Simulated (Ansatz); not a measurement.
Geometry optimisation, RKS BHLYP-D4/STO-3G (Ansatz 0.2.0).

input.yaml

```yaml
crystal:
  periodic: [false, false, false]
  atoms:
    - { symbol: "N", position_ang: [-0.8206, 0.8662, -1.6618] }
    - { symbol: Al, position_ang: [0.3405, 0.1339, -0.4185] }
    - { symbol: O, position_ang: [-0.33168, -0.46568, 1.14981] }
    - { symbol: Si, position_ang: [2.63065, -0.025, -0.79475] }
    - { symbol: H, position_ang: [-0.2929, 1.2507, -2.4918] }
    - { symbol: H, position_ang: [-1.2871, 1.7651, -1.2128] }
    - { symbol: H, position_ang: [-0.30312, 0.28214, 1.79773] }
    - { symbol: H, position_ang: [3.35869, 0.76804, 0.18686] }
    - { symbol: H, position_ang: [2.95396, 0.53604, -2.19572] }
    - { symbol: H, position_ang: [3.11276, -1.39972, -0.80423] }
basis:
  gaussian: { orbitals: STO-3G }
hamiltonian:
  xc: { name: BHLYP }
  dispersion: d4
relax:
  f_tol: 0.015
  max_steps: 40
```

Run as:

```bash
$ ansatz run input.yaml --threads 1 --pin off --max-ram 2048MiB --backend cpu --events-out ev --progress --plain --runs-dir out
```

Problem. Where does it end, and by what steps?

Solution. The run converged. Limits of this set-up: minimal basis. After 10 steps the energy has fallen by 1.114 eV; H7 moved furthest, 0.73 Å.

| step | energy less start (eV) | largest force component (eV/Å) | accepted |
| --- | --- | --- | --- |
| 0 | 0.0000 | 3.127 | yes |
| 1 | -0.5374 | 1.315 | yes |
| 2 | -0.6306 | 1.724 | yes |
| 3 | -0.8220 | 0.462 | yes |
| 4 | -0.9063 | 0.383 | yes |
| 5 | -1.0026 | 0.680 | yes |
| 6 | -1.0880 | 0.446 | yes |
| 7 | -1.0990 | 0.289 | yes |
| 8 | -1.1134 | 0.076 | yes |
| 9 | -1.1131 | 0.070 | no |
| 10 | -1.1139 | 0.013 | yes |

```xyz
10
Properties=species:S:1:pos:R:3
N -0.662 1.056 -1.591
Al 0.365 0.419 -0.369
O -0.440 0.140 1.091
Si 2.574 0.018 -0.759
H -0.382 1.299 -2.546
H -1.661 1.259 -1.475
H 0.219 -0.227 1.752
H 3.427 0.584 0.246
H 3.035 0.547 -2.010
H 2.886 -1.382 -0.785
```

The run took 74 s on 1 thread of AMD EPYC (Zen 3) (shared host), peak memory 0.15 GiB.
